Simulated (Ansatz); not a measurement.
`[SH][GeH2][SH]` + `BF` → `F[BH][GeH2][SH]` + H₂S  (formal exchange of groups at a Ge–S bond)

Program: Ansatz. Geometries: PBE0-D4/def2-TZVP. ΔE: electronic, gas phase. CBS: MP2 limit from def2 TZ/QZ plus the TZ coupled-cluster correction, frozen cores. This one scheme is used for every species. Functionals use def2-TZVPP. B3LYP here is the variant with VWN-RPA as its local correlation; programs differ in this. For Ge outer-core shells are correlated without core-valence functions, which leaves a few kJ/mol of doubt a bond. Scalar relativity is left out up to krypton. Each species was taken in one conformer, which may not be the lowest.

`[SH][GeH2][SH]`:

```xyz
7

S    -0.157   -1.670   -1.113
Ge    0.218   -0.252    0.556
S     1.085    1.692   -0.082
H    -1.257   -1.030   -1.541
H    -1.097    0.005    1.303
H     1.287   -0.915    1.428
H    -0.079    2.169   -0.551
```

`BF`:

Cartesian coordinates in Å:
```
B -0.036 -0.016 -0.031
F 0.916 0.399 0.779
H -1.168 0.059 0.353
H 0.289 -0.442 -1.101
```

`F[BH][GeH2][SH]`:

Cartesian coordinates in Å:
```
F -1.063 0.145 2.017
B -0.218 -0.563 1.294
Ge 0.730 0.322 -0.328
S -0.640 -0.179 -2.034
H -0.106 -1.727 1.562
H 0.927 1.847 -0.255
H 2.051 -0.355 -0.720
H -1.681 0.509 -1.537
```

H₂S:

```xyz
3

S     0.514   -0.212   -0.273
H     0.273    0.448    0.870
H    -0.787   -0.236   -0.597
```

```csv
level,ΔE (eV)
B97M-V,0.62
ωB97M-V,0.65
B2PLYP,0.67
r2SCAN,0.62
PBE0,0.61
B3LYP,0.63
HF/def2-SVP,0.74
CCSD/CBS(def2),0.63
```

(1) What does CCSD(T)/CBS give? (Best estimate.)

Largest T1 diagnostic among the species: 0.013.

Answers

(1) Ansatz gave: +0.63 eV. The listed levels differ from it by -0.01, 0.02, 0.04, -0.01, -0.02, 0.00, 0.11, 0.00 eV.

Leaving LDA and LC-ωPBE aside and taking each functional with its dispersion term where it has one, the values, not all of them listed here, spread over 0.13 eV, from PBE-D4 to BHLYP-D4. LDA lies −0.05 eV from PBE without D4. In def2-TZVPP, CCSD(T) changes the Hartree–Fock value by −0.12 eV (the triples alone add +0.00 eV) and MP2 by −0.03 eV. From PBE to PBE0 (25 % exact exchange), in def2-TZVPP and without D4, ΔE moves by +0.05 eV.
